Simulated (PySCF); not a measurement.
CrF2O2, charge -1, multiplicity 2. Atoms are numbered in the order given.

```xyz
5

Cr     0.0000     0.0000     0.1371
O      1.3565     0.0000     0.9656
O     -1.3565     0.0000     0.9656
F      0.0000     1.3625    -1.0411
F      0.0000    -1.3625    -1.0411
```
Charge -1, spin multiplicity 2.

Coordinates come from a B3LYP-D3(BJ)/def2-SVPD optimisation. The multiplicity is an assumed one; other spin states were not compared. The isomer is the one that the SMILES or the coordinates give; other isomers of the formula were not compared.

All values below come from PySCF with B3LYP/def2-SVPD.

The molecule is in vacuum.

Computed frontier levels, dipole moment and polarisability:
α spin, highest occupied and lowest empty level: -2.18 and 1.56 eV
β spin, highest occupied and lowest empty level: -3.65 and 2.17 eV
dipole moment about the centre of nuclear charge: 0.22 D
mean static polarisability: 46.4 bohr³ (6.87 Å³)
polarisability, principal values: 38.9, 45.3, 54.9 bohr³
⟨S²⟩: 0.770 (pure state 0.75)
